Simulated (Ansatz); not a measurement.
Consider the isomerisation: `O[SiH]([SiH3])O[SiH3]` → `O[SiH2]O[SiH2][SiH3]`.

Program: Ansatz. Geometries: PBE0-D4/def2-TZVP. ΔE: electronic, gas phase. CCSD(T)/CBS adds triple-zeta CCSD(T) − MP2 to the extrapolated MP2 energy (def2 sets, frozen cores). Functionals use def2-TZVPP. Each species was taken in one conformer, which may not be the lowest.

| level | ΔE (kJ/mol) |
| --- | --- |
| PBE0-D4 | -6.6 |
| SCS-MP2/def2-QZVPP | -7.0 |

Problem. What does CCSD(T)/CBS give? (An estimate is asked.)

Solution. The calculation gave: -6.9 kJ/mol. The listed levels differ from it by 0.3, -0.1 kJ/mol.

Largest T1 diagnostic among the species: 0.013.
